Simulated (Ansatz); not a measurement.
C3H11BOSi (`BO[Si](C)(C)C`): the same geometry under several functionals.

```yaml
crystal:
  periodic: [false, false, false]
  atoms:
    - {symbol: B, position_ang: [-0.820121, -2.307215, -0.827067]}
    - {symbol: O, position_ang: [-0.361141, -1.489297, 0.129364]}
    - {symbol: Si, position_ang: [0.080870, 0.123066, 0.197309]}
    - {symbol: C, position_ang: [-0.150204, 0.931462, -1.466419]}
    - {symbol: C, position_ang: [1.868654, 0.153459, 0.716073]}
    - {symbol: C, position_ang: [-1.011395, 0.909814, 1.483381]}
    - {symbol: H, position_ang: [-1.046760, -3.451232, -0.538297]}
    - {symbol: H, position_ang: [-1.000379, -1.902887, -1.948664]}
    - {symbol: H, position_ang: [-1.191616, 0.886439, -1.794060]}
    - {symbol: H, position_ang: [0.463271, 0.454146, -2.234317]}
    - {symbol: H, position_ang: [0.139007, 1.985040, -1.413623]}
    - {symbol: H, position_ang: [2.006537, -0.366311, 1.667315]}
    - {symbol: H, position_ang: [2.502357, -0.333588, -0.029434]}
    - {symbol: H, position_ang: [2.222600, 1.180796, 0.837971]}
    - {symbol: H, position_ang: [-0.909915, 0.399937, 2.444500]}
    - {symbol: H, position_ang: [-2.062427, 0.864808, 1.186971]}
    - {symbol: H, position_ang: [-0.748339, 1.961060, 1.629096]}
basis:
  gaussian: {orbitals: def2-TZVPP}
hamiltonian: {xc: pbe, dispersion: d4}
output: {forces: true, orbitals: {seedname: orbitals}}
```

```sh
$ ansatz run in.yaml --threads 4 --pin off --events-out ev --progress --plain --max-ram 11315MiB
```

Output, abridged:

```
Functional definition: PBE
1797 factors; their error is unknown
mean field evaluation 1: about -13858.8089 eV, gradient 1.1e2 eV
mean field evaluation 2: about -13812.9935 eV, gradient 1.7e2 eV
mean field evaluation 4: about -13884.5792 eV, gradient 1.3e1 eV
mean field evaluation 8: about -13884.9472 eV, gradient 2.0e-1 eV
mean field evaluation 16: about -13884.9050 eV, gradient 8.8e-3 eV
mean field -13884.90501556 eV, -510.2608477952 hartree, gradient 1.1e-5 eV, S^2 0.000000; 0 other end points of the search recorded, 0 dependent functions left out
reference -13884.90507119 eV, -510.2608498397 hartree; 28, 28 occupied and 323, 323 virtual orbitals, 1797 factors
Total energy: -13885.28008729 eV, -510.2746314271 hartree
Atom 0 at    -0.820121    -2.307215    -0.827067 Å, force    -0.121427    -0.211619    -0.256342 eV/Å
Atom 1 at    -0.361141    -1.489297     0.129364 Å, force     0.025182    -0.222936     0.326190 eV/Å
Atom 2 at     0.080870     0.123066     0.197309 Å, force     0.085335     0.343031    -0.018183 eV/Å
Atom 3 at    -0.150204     0.931462    -1.466419 Å, force     0.007580     0.000397     0.028109 eV/Å
Atom 4 at     1.868654     0.153459     0.716073 Å, force    -0.025348    -0.014291    -0.002845 eV/Å
Atom 5 at    -1.011395     0.909814     1.483381 Å, force     0.011162    -0.024070    -0.012837 eV/Å
Atom 6 at    -1.046760    -3.451232    -0.538297 Å, force    -0.022478    -0.128979     0.044043 eV/Å
Atom 7 at    -1.000379    -1.902887    -1.948664 Å, force    -0.019477     0.047379    -0.124007 eV/Å
Atom 8 at    -1.191616     0.886439    -1.794060 Å, force    -0.193502    -0.007166    -0.069736 eV/Å
Atom 9 at     0.463271     0.454146    -2.234317 Å, force     0.110470    -0.086772    -0.150638 eV/Å
Atom 10 at     0.139007     1.985040    -1.413623 Å, force     0.051983     0.198450     0.000272 eV/Å
Atom 11 at     2.006537    -0.366311     1.667315 Å, force     0.037353    -0.094753     0.180243 eV/Å
Atom 12 at     2.502357    -0.333588    -0.029434 Å, force     0.126763    -0.089576    -0.135918 eV/Å
Atom 13 at     2.222600     1.180796     0.837971 Å, force     0.068688     0.188356     0.023666 eV/Å
Atom 14 at    -0.909915     0.399937     2.444500 Å, force     0.012461    -0.088224     0.186995 eV/Å
Atom 15 at    -2.062427     0.864808     1.186971 Å, force    -0.200644    -0.003626    -0.048672 eV/Å
Atom 16 at    -0.748339     1.961060     1.629096 Å, force     0.045899     0.194401     0.029659 eV/Å
Dipole moment:     0.113942     0.382732     0.051397 e Å
```

Run time 5.5 s (4 threads of an Arm Neoverse V2 on a shared host); peak host memory 0.59 GiB.

The same input with `hamiltonian: {xc: {name: B2PLYP}}` and no forces (abridged; 13 s):

```
Functional definition: B2PLYP
mean field evaluation 16: about -13880.1037 eV, gradient 9.5e-5 eV
mean field -13880.10368323 eV, -510.0844020866 hartree, gradient 3.8e-6 eV, S^2 0.000000
10 core orbitals not correlated: weight in the atoms' cores, before any rotation towards them, 1.000 or more for the frozen orbitals, at most 0.000 for the correlated occupied ones
second order -32.68901534 eV of doubles, -0.00000000 eV of singles
Total energy: -13888.92993518 eV, -510.4087608629 hartree
```

Changing it to `hamiltonian: {xc: lda}` and no forces (abridged; 2.6 s):

```
Functional definition: SPW92
mean field evaluation 16: about -13811.5758 eV, gradient 4.7e-4 eV
mean field -13811.57577275 eV, -507.5660478264 hartree, gradient 2.8e-5 eV, S^2 0.000000
Total energy: -13811.57582399 eV, -507.5660497094 hartree
```

The same input with `hamiltonian: {xc: {name: B97M-V}}` and no forces (abridged; 16 s):

```
Functional definition: B97M-V
mean field evaluation 16: about -13895.3272 eV, gradient 7.1e-5 eV
mean field -13895.32722518 eV, -510.6438569341 hartree, gradient 2.5e-5 eV, S^2 0.000000
Total energy: -13895.32730536 eV, -510.6438598809 hartree
```

Changing it to `hamiltonian: {xc: {name: r2SCAN0}, dispersion: d4}` and no forces (abridged; 11 s):

```
Functional definition: r2SCAN0
mean field evaluation 16: about -13892.5622 eV, gradient 3.8e-5 eV
mean field -13892.56223069 eV, -510.5422452609 hartree, gradient 3.8e-5 eV, S^2 0.000000
Total energy: -13892.67859382 eV, -510.5465215273 hartree
```

With the line `hamiltonian: {xc: {name: CAM-B3LYP}, dispersion: d4}` and no forces (abridged; 7.5 s):

```
Functional definition: CAM-B3LYP
mean field evaluation 16: about -13894.6047 eV, gradient 4.3e-5 eV
mean field -13894.60468171 eV, -510.6173039516 hartree, gradient 4.3e-5 eV, S^2 0.000000
Total energy: -13894.93062533 eV, -510.6292821588 hartree
```
